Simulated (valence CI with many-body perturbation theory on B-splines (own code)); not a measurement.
# Gd LX: magnetic and hyperfine properties of the levels

Computed by relativistic CI+MBPT: three valence electrons over a frozen Dirac-Fock core [He], radial functions for each j: 11 s, 11 p, 9 d, 7 f, 5 g, 2 h, 1 i, with the one-electron correlation potential Σ1 (screened to all orders), the two-electron term Σ2, the three-electron term Σ3, Breit, model QED; selected single and double excitations, second order for the rest (own B-spline code, finite nucleus).

No measured spectrum was set against this ion. As an estimate, large intervals hold to a few tenths of a per cent, small ones and those within an open d or f shell to about a per cent.

A/g_I is the dipole constant over the nuclear g factor μ/I (μ in nuclear magnetons, uniformly magnetised nucleus), B/Q the quadrupole constant per barn. Both hold the static response of the core; the bare values leave it out. Large factors of s and p1/2 electrons are usually good to 5 to 10 %; those of open d and f shells near neutrality can be off by tens of per cent, and small factors of p3/2, d and f electrons come from cancelling terms and can be off by a factor of two or in sign, in half-filled shells by more. B is blank for J = 1/2, where it vanishes, and for nearly pure S terms. Energies count from the lowest level.

Levels are named by their leading jj configuration (3d3/2^4 stands for four electrons in 3d with j = 3/2), which in mixed levels can hold well under half, so a name can repeat and another be missing. Letters in brackets count levels of one name in rising energy.

```tsv
Level	E (× 10³ cm⁻¹)	g	A/g_I (MHz)	A/g_I bare	B/Q (MHz/b)	B/Q bare
(2s^2 2p1/2) J=1/2	0.00	0.629	4040000	4020000		
(2s 2p1/2^2) J=1/2	1717.0	2.084	1.23e+07	1.21e+07		
(2s^2 2p3/2) J=3/2	6127.5	1.307	535000	548000	1040000	1040000
(2s 2p1/2 2p3/2) J=3/2 [a]	7327.4	1.635	3040000	3030000	819000	820000
(2s 2p1/2 2p3/2) J=5/2	7624.9	1.325	3600000	3580000	836000	837000
(2s 2p1/2 2p3/2) J=1/2	8108.4	1.253	-4440000	-4360000		
(2s 2p1/2 2p3/2) J=3/2 [b]	8121.6	0.973	40600	65800	569000	570000
(2p1/2^2 2p3/2) J=3/2	9923.9	1.330	492000	518000	990000	992000
(2s 2p3/2^2) J=5/2	13600	1.417	2930000	2910000	200000	200000
(2s 2p3/2^2) J=1/2	14332	1.910	1.25e+07	1.23e+07		
(2s 2p3/2^2) J=3/2	14339	1.178	-1850000	-1800000	-148000	-148000
(2p1/2 2p3/2^2) J=3/2	15726	1.438	-199000	-164000	77200	77300
(2p1/2 2p3/2^2) J=5/2	15902	1.171	1220000	1230000	-3390	-3390
(2p1/2 2p3/2^2) J=1/2	16284	0.629	4050000	4020000		
(2p3/2^3) J=3/2	22158	1.288	520000	543000	-1070000	-1070000
(2s^2 3s) J=1/2	61321	1.987	3670000	3640000		
(2s^2 3p1/2) J=1/2	61901	0.665	1210000	1200000		
(2s 2p1/2 3s) J=1/2 [a]	62471	2.361	7010000	6930000		
(2s 2p1/2 3s) J=3/2	62658	1.544	6660000	6590000	-105000	-106000
(2s 2p1/2 3s) J=1/2 [b]	62864	0.719	6390000	6340000		
(2s 2p1/2 3p1/2) J=1/2 [a]	62960	0.267	-745000	-722000		
(2s 2p1/2 3p1/2) J=3/2	63158	1.102	5890000	5830000	-108000	-108000
(2s 2p1/2 3p1/2) J=1/2 [b]	63449	1.943	1.25e+07	1.24e+07		
(2s^2 3p3/2) J=3/2	63719	1.326	227000	231000	303000	304000
(2s^2 3d3/2) J=3/2	64126	0.791	120000	120000	56200	56700
(2p1/2^2 3s) J=1/2	64525	1.909	2600000	2580000		
(2s^2 3d5/2) J=5/2	64620	1.192	110000	109000	82900	83500
(2s 2p1/2 3p3/2) J=3/2 [a]	64852	1.395	611000	610000	304000	305000
(2p1/2^2 3p1/2) J=1/2	65010	0.634	808000	805000		
(2s 2p1/2 3p3/2) J=5/2	65078	1.323	3320000	3290000	189000	189000
(2s 2p1/2 3p3/2) J=3/2 [b]	65100	1.245	1870000	1850000	150000	150000
(2s 2p1/2 3d3/2) J=3/2 [a]	65170	0.565	-1070000	-1060000	65500	66000
(2s 2p1/2 3p3/2) J=1/2	65174	1.397	-4280000	-4220000		
(2s 2p1/2 3d3/2) J=5/2	65385	1.017	3250000	3220000	-38800	-38500
(2s 2p1/2 3d3/2) J=3/2 [b]	65519	1.185	3280000	3240000	86200	86500
(2s 2p1/2 3d3/2) J=1/2	65568	0.439	-4940000	-4890000		
(2s 2p1/2 3d5/2) J=5/2 [a]	65756	1.313	873000	862000	67000	67600
(2s 2p1/2 3d5/2) J=7/2	65957	1.230	2390000	2370000	-52000	-51500
(2s 2p1/2 3d5/2) J=5/2 [b]	66046	1.067	262000	263000	152000	152000
(2s 2p1/2 3d5/2) J=3/2	66049	1.098	-3050000	-3020000	26400	26800
```

**Question.** Take the isotope of mass number 157, with I = 3/2, μ = -0.3398 μN and Q = 1.35 b. What is the hyperfine structure of (2s^2 2p1/2) J=1/2?

**Answer.** From the table A = -916000 MHz. Shifts from the centre of gravity in MHz: F = 1: 1140000, F = 2: -687000.
